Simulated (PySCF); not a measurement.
## What settings do to a single point of [Dy(NH3)]3+

The sound run of [Dy(NH3)]3+ (singlet in the valence; each metal's 4f electrons, 9 of them, lie in its core potential, out of spins and levels) uses PySCF 2.14.0, RKS PBE, Dy lcecp-1-SVP with ECP55, N def2-SVP, H def2-SVP; non-relativistic Hamiltonian with scalar-relativistic core potentials where named; density fitting; no spin-orbit coupling, grid (50, 194), threshold 1e-8 Eh and 55 cycles, at the relaxed geometry:

```xyz
5

Dy    0.0000    0.0000   -0.1313
N     0.0000    0.0000    2.1873
H     0.9517    0.0000    2.6517
H    -0.4759    0.8241    2.6517
H    -0.4758   -0.8242    2.6517
```

There Dy1 has a Mulliken charge of 2.41 e and the dipole about the centre of mass is 4.36 D. Each run below changes one thing and starts from free metal ions and neutral atoms unless it says otherwise; with 55 cycles, smearing, a level shift and second-order steps follow where DIIS fails, and their cycles count. Energy shifts count from the sound run. On f atoms grids over 110 angular points are at least (60, 302).

```
                                               change        outcome  cycles  energy shift (eV)  largest force component (eV/Å)  charge on Dy1 (e)  dipole about the centre of mass (D)
start from the bare core Hamiltonian, limit 76 cycles      converged      13             0.0000                            0.01               2.41                                 4.36
                               all coordinates × 1.12      converged      21               0.97                            2.84               2.42                                 4.90
                                       grid (99, 590)      converged      13            -0.0002                            0.01               2.41                                 4.36
                                        cycle limit 5  not converged       5                  –                               –                  –                                    –
```

Task: How does the run with this change end: threshold 0.001?

Result: outcome converged, cycles 10, energy shift (eV) 0.0000, largest force component (eV/Å) 0.02, charge on Dy1 (e) 2.41, dipole about the centre of mass (D) 4.34.

Forces carry noise of the integration grid, about 0.01 to 0.03 eV/Å.

An lcecp potential fixes the number of 4f electrons, so in runs with it no electron can move into or out of that shell.
